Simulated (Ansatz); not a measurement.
**A ladder of methods for SiHCl2OF (SMILES O[Si](F)(Cl)Cl)**

The species is SiHCl2OF (6 atoms), meant as a singlet with charge 0. SMILES: `O[Si](F)(Cl)Cl`. Geometry: optimised at r2SCAN/def2-SVP. This is one conformer, not always the lowest.

```xyz
6

O    -0.5224    0.4639    1.1326
Si    0.2160    0.0155   -0.2509
F     1.6032   -0.7400    0.0508
Cl   -0.9298   -1.2819   -1.3368
Cl    0.6219    1.6982   -1.3074
H    -0.9467   -0.2199    1.6656
```

Each level gives the dissociation energy of the Si2–O1 bond into doublet SiCl2F and doublet OH (shapes relaxed at r2SCAN/def2-SVP, no zero-point term) (eV). The values are calculated.

```tsv
level	kind	program	value (eV)	less CCSD(T)/def2-SVP	CPU time (all runs)
HF/def2-SVP	Hartree–Fock	Ansatz	4.41	-1.17	1.7 s
SVWN5/def2-SVP	LDA	Ansatz	6.59	+1.01	2.4 s
PBE/def2-SVP	GGA	Ansatz	5.65	+0.07	4.3 s
PBE0-D4/def2-SVP	global hybrid	Ansatz	5.65	+0.07	6.2 s
CAM-B3LYP/def2-SVP	range-separated hybrid	Ansatz	5.75	+0.17	6.7 s
wB97M-V/def2-SVP	range-separated hybrid	Ansatz	5.97	+0.39	28 s
B2PLYP/def2-SVP	double hybrid	Ansatz	5.66	+0.08	7.9 s
MP2/def2-SVP	perturbation theory	Ansatz	5.88	+0.30	2 s
CCSD(T)/def2-SVP	coupled cluster or CI	Ansatz	5.58	0.00	12 s
```

CCSD(T)/def2-SVP is the highest level here, not the true value. The values span 4.41 to 6.59 eV. Hartree–Fock misses the correlation of the electron pair that is broken and comes out low. Measured bond enthalpies also hold zero-point and thermal terms, a few tenths of an eV less. Times are those of the runs behind each value, whatever else they computed, on shared processors of several kinds: orders of magnitude only.
